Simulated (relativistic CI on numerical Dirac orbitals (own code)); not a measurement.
Level scheme of Sn L

Computed by Dirac equation for one electron, model QED (radiative potential, 1s self-energy scaled to tabulated hydrogen-like ionisation energies) (own radial code, finite nucleus).

Configurations in the expansion: 1s, 2s, 2p, 3s, 3p, 3d, 4s, 4p, 4d, 4f, 5s, 5p, 5d, 5f, 5g, 6s, 6p, 6d. Levels of other configurations are missing.

The lowest level is 1s ²S1/2, with 100 % of that term; Hund's rules for 1s give ²S with J = 1/2, in agreement.

```
No.  Configuration  Term    J   E (eV)    %  Landé g  Lifetime (s)
  1             1s    ²S  1/2      0.0  100    1.910              
  2             2p   ²P°  1/2  26308.3  100    0.643      2.51e-16
  3             2s    ²S  1/2  26313.8  100    1.979              
  4             2p   ²P°  3/2  26617.7  100    1.316      2.64e-16
  5             3p   ²P°  1/2  31278.7  100    0.656      8.51e-16
  6             3s    ²S  1/2  31280.4  100    1.992      1.95e-14
  7             3d    ²D  3/2  31370.4  100    0.792      2.31e-15
  8             3p   ²P°  3/2  31370.6  100    1.326      8.58e-16
  9             3d    ²D  5/2  31399.1  100    1.193      2.43e-15
 10             4p   ²P°  1/2  33005.5  100    0.660      2.01e-15
 11             4s    ²S  1/2  33006.2  100    1.997      2.85e-14
 12             4d    ²D  3/2  33044.1  100    0.795      5.33e-15
 13             4p   ²P°  3/2  33044.2  100    1.330      2.00e-15
 14             4f   ²F°  5/2  33056.2  100    0.853      1.13e-14
 15             4d    ²D  5/2  33056.2  100    1.196      5.63e-15
 16             4f   ²F°  7/2  33062.2  100    1.139      1.15e-14
 17             5p   ²P°  1/2  33799.3  100    0.662      3.92e-15
 18             5s    ²S  1/2  33799.7  100    1.999      4.49e-14
 19             5d    ²D  3/2  33819.0  100    0.797      1.02e-14
 20             5p   ²P°  3/2  33819.1  100    1.331      3.86e-15
 21             5f   ²F°  5/2  33825.2  100    0.854      2.17e-14
 22             5d    ²D  5/2  33825.2  100    1.198      1.08e-14
 23             5g    ²G  7/2  33828.3  100    0.886      3.71e-14
 24             5f   ²F°  7/2  33828.3  100    1.140      2.21e-14
 25             5g    ²G  9/2  33830.1  100    1.109      3.73e-14
 26             6p   ²P°  1/2  34228.3  100    0.663      6.77e-15
 27             6s    ²S  1/2  34228.5  100    2.000      6.89e-14
 28             6d    ²D  3/2  34239.6  100    0.798      1.74e-14
 29             6p   ²P°  3/2  34239.7  100    1.332      6.62e-15
 30             6d    ²D  5/2  34243.2  100    1.199      1.84e-14
```

Energies count from the lowest computed level; ° marks odd parity; lifetimes are radiative, by E1, M1, E2, M2 decay to levels of this space only; some are left blank where a channel outside the calculation adds to the decay or the decay crosses a small, uncertain gap.
